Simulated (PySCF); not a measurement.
Compound: C₅H₂F₃O₂ (charge -1).
Atom-mapped SMILES: `[O:1]=[C:2]([O-:3])/[CH:4]=[CH:5]/[C:6]([F:7])=[C:8]([F:9])[F:10]` (hydrogens: H11 on C4; H12 on C5)

Computed with PySCF at B3LYP/def2-SVPD, non-relativistic, on one gas-phase PBE0-D3(BJ)/def2-SVP geometry that isn't relaxed in the solvent. The solvent is an IEF-PCM continuum (Bondi radii, 1.10 Å for H, scaled by 1.2), and excitations are vertical TDDFT with non-equilibrium linear response and a frozen core. The model holds no explicit solvent molecules, cavitation or dispersion.

Gas-phase singlets (H = HOMO, L = LUMO):

| state | E (eV) | λ (nm) | f | leading configurations |
| --- | --- | --- | --- | --- |
| S1 | 3.014 | 411 | 0.000 | H→L 99% |
| S2 | 3.178 | 390 | 0.000 | H-1→L 99% |
| S3 | 3.784 | 328 | 0.008 | H-2→L 99% |
| S4 | 4.301 | 288 | 0.000 | H→L+1 98% |
| S5 | 4.462 | 278 | 0.003 | H-1→L+1 97% |

Task: What are the lowest 5 singlets in cyclohexane (ε = 2.017)?

Result: 
| state | E (eV) | λ (nm) | f | leading configurations | change by rank (eV) |
| --- | --- | --- | --- | --- | --- |
| S1 | 3.493 | 355 | 0.000 | H→L 98% | +0.479 |
| S2 | 3.601 | 344 | 0.000 | H-1→L 99% | +0.423 |
| S3 | 4.289 | 289 | 0.010 | H-2→L 96% | +0.505 |
| S4 | 5.106 | 243 | 0.695 | H-3→L 84% | +0.805 |
| S5 | 5.220 | 237 | 0.037 | H→L+1 95% | +0.758 |

Task: How does the list change in dimethylsulfoxide (ε = 46.83)?

Result: 
| state | E (eV) | λ (nm) | f | leading configurations | change by rank (eV) |
| --- | --- | --- | --- | --- | --- |
| S1 | 4.153 | 299 | 0.000 | H-1→L 97% | +1.139 |
| S2 | 4.184 | 296 | 0.000 | H-2→L 98% | +1.006 |
| S3 | 4.936 | 251 | 0.378 | H→L 63%, H-3→L 34% | +1.152 |
| S4 | 5.084 | 244 | 0.475 | H-3→L 65%, H→L 32% | +0.783 |
| S5 | 5.758 | 215 | 0.000 | H→L+1 96% | +1.296 |

Task: How do the frontier levels move from gas to dimethylsulfoxide?

Result: 
```
orbital  gas (eV)  solvent (eV)  change (eV)
 LUMO+2      3.81          0.92        -2.89
 LUMO+1      2.92          0.28        -2.64
   LUMO      2.14         -1.42        -3.56
   HOMO     -1.85         -6.46        -4.61
 HOMO-1     -2.04         -6.64        -4.60
 HOMO-2     -2.29         -6.69        -4.40
 HOMO-3     -3.00         -7.11        -4.11
```

The HOMO–LUMO gap goes from 4.00 to 5.04 eV. Rows go by rank; for HOMO-3, HOMO-2, HOMO-1, HOMO, LUMO+1 and LUMO+2 the atom shares or the degeneracy differ between the runs, so the row needn't follow one orbital.

Shape of the structure used: `[O:1]=[C:2]([O-:3])/[CH:4]=[CH:5]/[C:6]([F:7])=[C:8]([F:9])[F:10]`: O1–C2–C4–C5 178°, C4–C5–C6–F7 -1°.
